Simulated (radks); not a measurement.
Results of a calculation; reference values are marked as such.
Task: The mean radii <r> (bohr) of the occupied orbitals of an atom or ion are listed with their occupations. Code: a radial shooting solver on a logarithmic mesh with Libxc functionals. Model: Dirac Kohn-Sham, OLYP, spin-unpolarised, spherical densities, point nucleus.

| orbital | occ. | <r> |
|---|---|---|
| 1s1/2 | 2 | 0.05620 |
| 2s1/2 | 2 | 0.2551 |
| 2p1/2 | 2 | 0.2227 |
| 2p3/2 | 4 | 0.2258 |
| 3s1/2 | 2 | 0.7737 |
| 3p1/2 | 2 | 0.8088 |
| 3p3/2 | 4 | 0.8184 |
| 3d3/2 | 4 | 1.013 |
| 3d5/2 | 3 | 1.019 |
| 4f5/2 | 1 | 8.762 |

Name the element and its charge. Open shells, if any, fill j = l - 1/2 first.

Result: Z = 27, cobalt, charge +1: Co+ in [Ar] 3d7 4f1. The 1s radius gives Z: for a bare nucleus <r> = (2 gamma + 1)/(2Z) with gamma = sqrt(1 - (Z/c)^2), 0.05483 bohr for Z = 27, and screening makes it slightly larger (0.05620 here). The occupations add up to 26, and the charge is Z minus that.
